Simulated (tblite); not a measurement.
Compound: C5H9BOSi.
Atom-mapped SMILES: `[CH:1]#[C:2][BH:3][O:4][CH2:5]/[CH:6]=[CH:7]/[SiH3:8]` (hydrogens: H9 on C1; H10 on B3; H11, H12 on C5; H13 on C6; H14 on C7; H15, H16, H17 on Si8)

Computed with GFN2-xTB (tblite), gas phase: L-BFGS steps from a force-field or distance-geometry start until the largest atomic force falls under 0.01 eV/Å.

Geometry at step 29:
```
atom  x, y, z in Å
C1     -4.2373    1.0198    0.4150
C2     -3.5338    0.0762    0.6761
B3     -2.3757   -0.8825    0.4257
O4     -1.2823   -0.2637   -0.0324
C5     -0.2921   -0.9391   -0.7718
C6      1.1068   -0.6333   -0.3190
C7      1.5297    0.5413    0.1293
Si8     3.3450    0.9509    0.4024
H9     -4.9431    1.7881    0.2476
H10    -2.4436   -2.0589    0.4817
H11    -0.4681   -2.0281   -0.7596
H12    -0.3959   -0.5879   -1.8279
H13     1.7954   -1.4498   -0.4954
H14     0.7953    1.3242    0.2931
H15     3.9461    0.0168    1.3427
H16     3.4223    2.3224    0.8807
H17     4.0243    0.8158   -0.8794
```

Q: Give the atomic forces at this geometry.

A: 
```csv
atom,Fx (eV/Å),Fy (eV/Å),Fz (eV/Å)
C1,-0.267,0.024,0.107
C2,0.204,0.179,-0.234
B3,0.102,0.165,0.061
O4,-0.085,-0.224,-0.314
C5,-0.064,0.028,-0.055
C6,0.053,0.107,-0.248
C7,-0.046,-0.017,0.079
Si8,-0.224,-0.084,0.024
H9,0.046,-0.109,0.144
H10,-0.138,-0.041,0.018
H11,0.008,0.144,0.017
H12,0.048,-0.202,0.387
H13,0.089,0.063,0.025
H14,0.003,-0.121,-0.080
H15,0.079,-0.076,0.148
H16,0.062,0.140,0.076
H17,0.129,0.024,-0.154
```

The largest, 0.44 eV/Å, acts on H12; the rms over all components is 0.138 eV/Å. The forces sum to zero within rounding, as they must for an isolated molecule in no field.

Q: Give the force on H12 in Eh/bohr and in nN.

A: 0.439 eV/Å ÷ 51.422 = 0.00854 Eh/bohr, and 0.439 eV/Å × 1.602 = 0.70 nN.

Q: How far is this geometry from the end of the optimisation?

A: 0.328 eV above it, and 0.788 Å rms away after alignment. The bonds farthest from their final lengths, with half the difference of the two atoms' forces along the bond (positive lengthens):

```tsv
bond	now (Å)	final (Å)	force along bond (eV/Å)
C5–H12	1.118	1.098	-0.25
Si8–H16	1.455	1.465	+0.12
Si8–H15	1.455	1.466	+0.10
Si8–H17	1.457	1.465	+0.16
O4–C5	1.408	1.401	-0.12
B3–H10	1.180	1.185	+0.11
```

The angle farthest from its final value is C1–C2–B3, 154.2° against 178.6°.

Of the 3 listed bonds off by 0.010 Å or more, this force points towards the final length in 3.

The cost below is that of the whole relaxation. On one thread of an Arm Neoverse V1, no GPU, shared host with 32 logical CPUs at a one-minute load of 9.9, this took 1.5 s of wall time.
